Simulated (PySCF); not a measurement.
# Structure from NMR data

Molecular formula: C7H11FN2. Simulated spectra:

1H NMR (300 MHz, computed): δ 7.91 (m, 1H), 3.64 (s, 3H), 3.25 (m, 2H), 3.19 (m, 2H), 2.75 (s, 3H).

13C{1H} NMR (computed): δ 171.8, 153.6, 89.8, 52.0, 40.1, 33.2, 28.7.

How the numbers were obtained: geometry from GFN2-xTB, shieldings: GIAO PBE0/pcSseg-1, in PySCF 2.14.0 with density-fitted response routines (equivalent nuclei averaged, gas phase, relativity neglected, a single conformation).

Referencing at the same level of theory: 1H, 13C against TMS.

Question: Which of these isomers gave the spectra?
A. CC1=NN(C2CC2)C[C@@H]1F
B. C/N=C\C1=C(F)N(C)CC1
C. CCc1cc(F)nn1CC

Answer: B. 

1. The formula gives 3 degrees of unsaturation (1 ring in the answer).
2. 7 carbon signals for 7 carbons: no two carbons are equivalent.
3. Carbon types of the structure: 2 × C, 1 × CH, 2 × CH2, 2 × CH3, which accounts for all hydrogens.
4. δC 171.8: alkene carbon bearing nitrogen; an sp2 carbon further deshielded by the attached heteroatom.
5. δC 153.6: C=N carbon.
6. δC 89.8: β carbon of an enol-ether or enamine type C=C; the O or N lone pair pushes π density onto this β carbon and shields it.
7. δC 52.0: sp3 CH2 bonded to N; the inductive effect lowers its shielding.
8. δH 3.19: hydrogen on an allylic sp3 CH2; allylic position.

The others: CC1=NN(C2CC2)C[C@@H]1F would give 9 signals for carbon-bound and other non-exchanging H, not 5; CCc1cc(F)nn1CC has carbons computed at 172.3, 147.8, 94.8, 46.7, 23.5, 18.9, 18.7.

Splittings by 19F in the carbon and heteronuclear signals aren't shown, as no couplings were computed. Shifts are as computed. Against solution values, carbons near 30 ppm lie about +3 ppm off and those near 130 ppm about +5 ppm. Of 1211 compounds with measured shifts, 218 miss one by over three times the rms of a fit or turn the order of signals round; such compounds aren't used in these exercises. No couplings were computed; multiplicities are counted from neighbouring protons, with m where these are inequivalent, close in shift, in a saturated or five-membered ring or joined by F or P, and br s for small geminal =CH2 splittings.
